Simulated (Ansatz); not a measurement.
Geometry optimisation, Ansatz, RKS CAM-B3LYP-D4/def2-SVP.

input.yaml

```yaml
crystal:
  periodic: [false, false, false]
  atoms:
    - { symbol: Ga, position_ang: [0.0, 0.0, 0.0] }
    - { symbol: O, position_ang: [0.0, 0.0, 2.14] }
    - { symbol: H, position_ang: [-0.9095, -0.2814, 2.4771] }
    - { symbol: Cl, position_ang: [1.9398, 0.0, -1.12] }
    - { symbol: Cl, position_ang: [-1.9398, 0.0, -1.12] }
    - { symbol: F, position_ang: [0.4265, 1.8494, 0.6306] }
    - { symbol: H, position_ang: [0.2831, 1.2277, 1.7126] }
basis:
  gaussian: { orbitals: def2-SVP }
hamiltonian:
  xc: cam_b3lyp
  dispersion: d4
relax:
  f_tol: 0.15
  max_steps: 25
  restrain:
    - { distance: [0, 5], at: 2.9, k: 30.0 }
    - { distance: [6, 1], at: 2.21, k: 30.0 }
    - { distance: [0, 1], at: 1.79, k: 30.0 }
    - { distance: [6, 5], at: 0.92, k: 30.0 }
```

Run as:

```bash
$ ansatz run input.yaml --threads 4 --pin off --max-ram 5120MiB --backend cpu --events-out ev --progress --plain --runs-dir out
```

Where does it end, and by what steps?

The forces met the threshold. The restraints hold the end off the free minimum; the threshold counts their pulls, which the force column leaves out. Restrained pairs: Ga1–F6 (2.00 → 2.89 Å), O2–H7 (1.33 → 2.20 Å), Ga1–O2 (2.14 → 1.78 Å), F6–H7 (1.26 → 0.93 Å). After 8 steps the energy has fallen by 0.700 eV (the restraints' own energy left out); F6 moved furthest, 0.71 Å.

| step | energy less start (eV) | largest force component (eV/Å) | accepted |
| --- | --- | --- | --- |
| 0 | 0.0000 | 2.418 | yes |
| 1 | -0.0494 | 2.610 | yes |
| 2 | -0.2307 | 1.828 | yes |
| 3 | -0.4378 | 1.231 | yes |
| 4 | -0.5867 | 0.958 | yes |
| 5 | -0.6457 | 1.133 | yes |
| 6 | -0.6899 | 0.675 | yes |
| 7 | -0.6964 | 0.485 | yes |
| 8 | -0.7004 | 0.395 | yes |

```xyz
7
Properties=species:S:1:pos:R:3
Ga -0.044 -0.232 -0.006
O -0.005 -0.279 1.778
H -0.872 -0.409 2.183
Cl 1.788 -0.424 -1.044
Cl -1.920 -0.161 -0.998
F 0.390 2.428 1.033
H 0.463 1.873 1.773
```

Time of the run: 20 s on 4 threads of Arm Neoverse V2, with other jobs on the host, peak memory 0.3 GiB.
